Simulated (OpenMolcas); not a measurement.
Au5+ among 6 point charges of -1.5 e arranged as a trigonal antiprism (D3d), 2.07 Å from the ion, with a polar angle of 53.6° against the regular 54.74°.

| Item | Value |
| --- | --- |
| Program | OpenMolcas 26.06 |
| Method | CASSCF |
| Basis | ANO-RCC-VDZP [7s6p4d2f] |
| Scalar Hamiltonian | DKH2, point nucleus |
| Active space | 6 electrons in 5 orbitals (5d) |
| State averaging | 2S+1 = 5 even, 5 roots; 2S+1 = 3 even, 45 roots; 2S+1 = 1 even, 50 roots |
| Spin-orbit coupling | RASSI with atomic mean-field integrals over the reference wave functions |

What is the spin-free ground state (labels of D3, the rotations of D3d)?

5E, 2-fold in its orbital part, 100 % from free-ion D terms; it has the highest spin that d6 allows.

Where is the first state of the same spin?

5A1 at 676 cm-1 above the ground state.

What are the lowest two levels with spin-orbit coupling?

A 2-fold level E with g = 0.00, 0.00, 11.17, then a 1-fold level A1 366.2 cm-1 above it. Their leading multiplicities are 5 (79 %) and 5 (76 %).

What is χT at 300 K?

4.73 cm3 K/mol.

Spin-orbit coupling mixes the spin-free states strongly: the lowest level takes only 68 % from its leading state, 5E. An orbital doublet at a regular site is open to a Jahn-Teller distortion, which this geometry leaves out. Without dynamic correlation the repulsion within the d shell is too large (B by tens of per cent), so at a given field states of lower spin stand too high. Point charges give a weaker field than real ligands, and real ions of this kind are as a rule low spin; the high spin found here belongs to the model. The ground term spreads over less than 5000 cm-1, several times less than with real ligands, so orbital moments are less quenched and χT lies further from the spin-only value than at real sites. This is an electrostatic model: the charges have no orbitals. No measured value stands beside these numbers.

With an even number of electrons the g values are those of a degenerate or nearly degenerate non-Kramers pair.
